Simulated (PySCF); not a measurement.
C₂H₅NOSi. Atoms are numbered in the order given.

```xyz
10

N     -0.3324     2.8635     0.0000
C      0.1975     1.8321     0.0000
C      0.8015     0.5104     0.0000
Si    -0.5042    -0.8686     0.0000
O      0.4073    -2.2639     0.0000
H      1.4442     0.3878    -0.8877
H      1.4442     0.3878     0.8877
H     -1.3546    -0.7445     1.2169
H     -1.3546    -0.7445    -1.2169
H     -0.0465    -3.1143     0.0000
```
Charge 0, spin multiplicity 1.

Geometry: B3LYP-D3(BJ)/def2-SVP. The structure was generated by enumeration, and PubChem lists no compound with its InChIKey, so it may never have been made. One conformer was computed; it need not be the lowest.

Level of theory: B3LYP-D3(BJ)/def2-SVP (PySCF 2.14.0).

Frequencies are harmonic and unscaled.

```
mode  ν (cm⁻¹)  IR (km/mol)   moving atoms (share of kinetic energy)
----  --------  -----------  ---------------------------------------
1           64          6.4  O 30 %, N 20 %, C 19 %, H 18 %, Si 13 %
2          117          7.0  N 37 %, Si 19 %, C 17 %, O 15 %, H 11 %
3          183        122.9                                   H 94 %
4          251          2.4  O 38 %, Si 19 %, C 17 %, N 16 %, H 10 %
5          383          0.2                   C 53 %, H 28 %, N 19 %
6          474          0.9                  C 70 %, N 13 %, Si 12 %
7          499          8.7                                   H 89 %
8          697         75.8                  C 41 %, H 40 %, Si 17 %
9          725         57.9                                   H 84 %
10         783        170.5                   H 68 %, C 14 %, O 10 %
11         837         36.2                           H 63 %, C 31 %
12         858         40.8                  O 50 %, H 32 %, Si 17 %
13         945        219.7                  H 68 %, Si 20 %, O 10 %
14         970          1.3                   C 49 %, H 28 %, N 23 %
15         994        108.7                           H 87 %, Si 9 %
16        1148          2.8                           H 87 %, C 12 %
17        1184         54.7                           H 57 %, C 40 %
18        1411          8.0                           H 90 %, C 10 %
19        2231         82.7                                   H 98 %
20        2231        151.6                                   H 96 %
21        2373         28.8                           C 62 %, N 38 %
22        3051          1.3                                   H 95 %
23        3107          0.4                           H 90 %, C 10 %
24        3881        115.0                                   H 94 %
```
